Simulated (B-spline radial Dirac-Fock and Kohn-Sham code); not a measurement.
**Dipole and non-dipole photoemission parameters of Zn 3d5/2**

System: the Zn atom in the configuration [Ar] 3d10 4s2; threshold 15.56 eV (orbital energy of the model). The computed values come from a B-spline atomic structure program: Dirac-Hartree-Slater photoionisation with a Latter tail; cross sections with all multipoles, angular parameters from the dipole term and its interference with E2.

For linearly polarised light dσ/dΩ = σ/(4π) [1 + β P₂(cos θ) + (δ + γ cos²θ) sin θ cos φ], with θ from the polarisation vector and φ the angle between the beam and the projection of the electron momentum on the plane normal to the polarisation.

| hν (eV) | σ (kb) | β | γ | δ |
| --- | --- | --- | --- | --- |
| 68.7 | 5610 | 0.303 | 0.000 | 0.013 |
| 100 | ? | ? | ? | ? |
| 106 | 4470 | 0.616 | 0.010 | 0.016 |
| 188 | 2120 | 0.961 | 0.035 | 0.022 |
| 195 | 1990 | 0.979 | 0.038 | 0.022 |
| 211 | 1720 | 1.015 | 0.044 | 0.024 |
| 228 | 1480 | 1.048 | 0.051 | 0.025 |
| 259 | 1130 | 1.096 | 0.064 | 0.026 |
| 451 | 285 | 1.212 | 0.160 | 0.037 |
| 582 | 138 | 1.213 | 0.229 | 0.044 |
| 750 | 63.7 | 1.184 | 0.312 | 0.053 |
| 780 | 56.3 | 1.177 | 0.325 | 0.055 |
| 899 | 35.8 | 1.147 | 0.377 | 0.062 |
| 1000 | 25.2 | 1.119 | 0.416 | 0.067 |
| 1210 | 13.3 | 1.062 | 0.489 | 0.080 |
| 1253.6 | 11.8 | 1.051 | 0.502 | 0.082 |
| 1690 | 4.14 | 0.944 | 0.614 | 0.108 |
| 2984.4 | 0.502 | 0.729 | 0.809 | 0.182 |
| 3810 | 0.194 | 0.644 | 0.886 | 0.227 |
| 5210 | 0.0553 | 0.543 | 0.982 | 0.298 |
| 5414.7 | 0.0472 | 0.531 | 0.992 | 0.308 |
| 6070 | 0.0294 | 0.495 | 1.022 | 0.338 |
| 6410 | 0.0235 | 0.479 | 1.035 | 0.354 |
| 8047.8 | 0.00897 | 0.414 | 1.077 | 0.425 |
| 8200 | 0.00828 | 0.409 | 1.079 | 0.431 |
| 9170 | 0.00513 | 0.380 | 1.092 | 0.470 |
| 9251.7 | 0.00494 | 0.377 | 1.093 | 0.473 |
| 12000 | 0.00160 | 0.318 | 1.112 | 0.574 |
| 12200 | 0.00149 | 0.315 | 1.113 | 0.581 |

Q: Give the values at 100 eV.

A: σ = 4680 kb, β = 0.576, γ = 0.008, δ = 0.016.
